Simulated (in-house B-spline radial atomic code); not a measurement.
**Binding energies in Hg**

NIST's tabulated ground configuration is [Xe] 4f14 5d10 6s2; each binding energy is the energy of the ion with one electron taken from that subshell, relaxed, less that of the parent. Method: Dirac-Kohn-Sham LDA VWN5, spherical fractional occupations, Fermi nucleus of rms radius 5.4648 fm. Calculated with a radial B-spline atomic code at the basis-set limit. Energies include first-order Breit, QED and recoil terms.

| subshell | X-ray name | binding energy (eV) | -ε (eV) | relaxation (eV) |
| --- | --- | --- | --- | --- |
| 1s | K | 83144.9 | 82930.1 | -617.9 |
| 2s | L1 | 14745 | 14688.6 | -113.5 |
| 2p1/2 | L2 | 14194.6 | 14102.3 | -147.5 |
| 2p3/2 | L3 | 12245.3 | 12156.8 | -122.7 |
| 3s | M1 | 3505.7 | 3485.0 | -32.4 |
| 3p1/2 | M2 | 3243.2 | 3219.1 | -35.1 |
| 3p3/2 | M3 | 2813 | 2788.3 | -31.2 |
| 3d3/2 | M4 | 2378.2 | 2344.4 | -37.9 |
| 3d5/2 | M5 | 2285.8 | 2252.0 | -36.5 |
| 4s | N1 | 777 | 765.5 | -14.2 |
| 4p1/2 | N2 | 663.1 | 651.3 | -14.1 |
| 4p3/2 | N3 | 559.1 | 547.0 | -13.2 |
| 4d3/2 | N4 | 372 | 359.5 | -13.0 |
| 4d5/2 | N5 | 352.6 | 340.0 | -12.8 |
| 5s | O1 | 125.2 | 118.2 | -7.5 |
| 4f5/2 | N6 | 111 | 98.4 | -12.4 |
| 4f7/2 | N7 | 106.8 | 94.2 | -12.2 |
| 5p1/2 | O2 | 87.09 | 80.29 | -7.13 |
| 5p3/2 | O3 | 68.43 | 61.81 | -6.74 |
| 5d3/2 | O4 | 16.97 | 11.22 | -5.74 |
| 5d5/2 | O5 | 15.02 | 9.37 | -5.60 |
| 6s | P1 | 11.01 | 7.13 | -3.91 |

Relaxation = -ε minus the binding energy without Breit, QED and recoil terms. With a density functional, K lines can miss by some tenths of a per cent, more in light atoms. For a density functional the relaxation so defined is negative, because -ε of a Kohn-Sham level is smaller than the binding energy.

Emission lines follow as differences of binding energies, with λ = 12398.42 eV·Å / E:

| line | holes | energy (eV) | wavelength (Å) |
| --- | --- | --- | --- |
| K-L3 | 1s → 2p3/2 | 70899.6 | 0.17487 |
| K-L2 | 1s → 2p1/2 | 68950.3 | 0.17982 |
| K-M3 | 1s → 3p3/2 | 80331.9 | 0.15434 |
| L3-M5 | 2p3/2 → 3d5/2 | 9959.5 | 1.2449 |
| L2-M4 | 2p1/2 → 3d3/2 | 11816.4 | 1.0493 |
| L1-M3 | 2s → 3p3/2 | 11932.0 | 1.0391 |
| L3-M1 | 2p3/2 → 3s | 8739.6 | 1.4186 |
| L2-N4 | 2p1/2 → 4d3/2 | 13822.6 | 0.89697 |
| M5-N7 | 3d5/2 → 4f7/2 | 2179.0 | 5.69 |
| M4-N6 | 3d3/2 → 4f5/2 | 2267.2 | 5.4686 |

Q: What screening constant σ does Moseley's law, E = (3/4)·13.6057 eV·(Z - σ)², need for K-L3?

A: σ = -3.35.

Moseley's non-relativistic formula needs a falling, then negative, screening constant for heavy elements, because relativity binds the 1s electron more strongly than the formula allows.

Q: What does it cost to remove two 4f5/2 electrons?

A: 248.58 eV, which is 26.61 eV more than the two single binding energies together.

Q: What does it cost to remove both a 4s and a 5s electron?

A: 920.4 eV, which is 18.21 eV more than the two single binding energies together.

Q: What does it cost to remove both a 4p3/2 and a 4p1/2 electron?

A: 1251.1 eV, which is 28.93 eV more than the two single binding energies together.
